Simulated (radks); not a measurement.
Problem. These are the eigenvalues of the occupied orbitals of an atom or ion with whole-number occupations (hartree). All-electron calculation, Dirac Kohn-Sham, PBEsol, spin-unpolarised, spherical densities, finite nucleus; Fermi nuclear charge, rms radius of each element as measured or else 0.836 A^(1/3) + 0.57 fm. Program: a radial shooting solver on a logarithmic mesh with Libxc functionals.

| orbital | eigenvalue |
|---|---|
| 1s1/2 | -19.53478 |
| 2s1/2 | -1.45067 |
| 2p1/2 | -0.89604 |
| 2p3/2 | -0.89443 |

Which element is it, and in what charge state? The configuration may be excited. Open shells, if any, fill j = l - 1/2 first.

Solution. Z = 8, oxygen, charge +1: O+ in [He] 2s2 2p3. The list shows which subshells hold electrons but not how many an open one holds; the 1s level, -19.535 hartree, gives Z - s = 6.3 by -(Z - s)^2/2, which with screening and relativity narrows Z to a few neighbours, and the depths of the outer levels then fix element, charge and occupations together.
